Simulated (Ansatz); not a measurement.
`[CH3][Al]1[CH2][SiH2]1`, relaxed with RKS PBE0-D4/def2-TZVP in the Gaussian-basis code of Ansatz from a PBE-D4/def2-SVP geometry. The force threshold is 0.005 eV/Å; the program also tests the step.

Charge 0, multiplicity 1.

Start:

```xyz
11

C    -2.037   -1.005   -0.716
Al   -0.301   -0.203   -0.275
C     0.644    0.837    1.102
Si    1.972    0.418   -0.274
H    -2.101   -2.014   -0.252
H    -2.873   -0.402   -0.304
H    -2.186   -1.129   -1.807
H     0.340    1.909    1.043
H     0.854    0.590    2.162
H     2.700    1.585   -0.895
H     2.987   -0.586    0.216
```

By how much does the energy fall, and how many steps does the optimiser take? (Estimate.)

Computed: 4.14 kJ/mol, in 24 steps, 1 of them rejected.

Which bonds change most? (Best estimate.)

Ansatz gave: C3–Si4 from 1.957 to 1.927 Å; Al2–Si4 from 2.357 to 2.330 Å; C3–H9 from 1.108 to 1.089 Å; Si4–H10 from 1.509 to 1.490 Å.

Give the relaxed structure. (An estimate is asked.)

Ansatz gave: 
```xyz
11

C    -2.016   -0.993   -0.712
Al   -0.287   -0.213   -0.281
C     0.657    0.763    1.118
Si    1.942    0.468   -0.287
H    -2.224   -1.834   -0.041
H    -2.811   -0.257   -0.559
H    -2.070   -1.354   -1.740
H     0.310    1.806    1.099
H     0.900    0.493    2.145
H     2.635    1.662   -0.847
H     2.965   -0.542    0.105
```
